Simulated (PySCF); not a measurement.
C3H5BO2, SMILES C=C1OCB1O.

Geometry: PBE0-D3(BJ)/def2-SVP. The structure was generated by enumeration, and PubChem lists no compound with its InChIKey, so it may never have been made. The values are those of a single conformer.

Method: PBE/def2-TZVP in PySCF.

Symmetry labels are those of the subgroup Cs that the program uses (full group Cs).

Computed valence orbital energies around the gap with their symmetry:
```tsv
orbital	symmetry	energy (eV)
HOMO−7	A'	-11.25
HOMO−6	A'	-10.24
HOMO−5	A'	-9.60
HOMO−4	A"	-9.26
HOMO−3	A"	-8.14
HOMO−2	A'	-7.48
HOMO−1	A'	-7.12
HOMO	A"	-5.36
LUMO	A"	-2.00
LUMO+1	A'	-0.43
LUMO+2	A'	0.71
LUMO+3	A'	1.19
```
